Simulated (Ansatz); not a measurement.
Reaction (ligand exchange at a B–S bond): `BS[SiH](C)Cl` + `C[SiH](F)P` → `BP[SiH](C)F` + `C[SiH](S)Cl`

Gas-phase electronic energies from Ansatz, PBE0-D4/def2-TZVP geometries. CCSD(T)/CBS adds triple-zeta CCSD(T) − MP2 to the extrapolated MP2 energy (def2 sets, frozen cores). Functionals use def2-TZVPP. Each species was taken in one conformer, which may not be the lowest.

```tsv
level	ΔE (kJ/mol)
PBE0	44.4
HF/def2-TZVPP	47.7
MP2/def2-TZVPP	49.9
CCSD/CBS(def2)	46.9
```

Question: What does CCSD(T)/CBS give? (Best estimate.)

Answer: Ansatz gave: +47.1 kJ/mol. The listed levels differ from it by -2.7, 0.6, 2.8, -0.2 kJ/mol.

Largest T1 diagnostic among the species: 0.015.

Leaving LDA and LC-ωPBE aside and taking each functional with its dispersion term where it has one, the values, not all of them listed here, spread over 5.5 kJ/mol, from PBE-D4 to ωB97M-V. At CCSD(T), def2-SVP lies +5.9 kJ/mol from the extrapolated value and def2-TZVPP +1.4 kJ/mol.
